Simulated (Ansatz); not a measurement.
Ansatz (a first-principles code) input:

Ansatz 0.2 input:
```yaml
crystal:
  periodic: [false, false, false]
  atoms:
    - {symbol: Cl, position_ang: [-0.42755844, 2.04771033, -0.00300272]}
    - {symbol: In, position_ang: [-0.42058562, -0.28624617, -0.01230997]}
    - {symbol: Cl, position_ang: [1.74718292, -1.14958771, 0.04162632]}
    - {symbol: H, position_ang: [-1.82492100, -1.24202214, -0.05341294]}
basis:
  gaussian:
    orbitals: def2-TZVPD
hamiltonian:
  xc: {name: B3LYP}
output: {forces: true}
```

Which total energy does the run end on?

-1111.35739 Eh (B3LYP/def2-TZVPD). The basis has 157 functions.
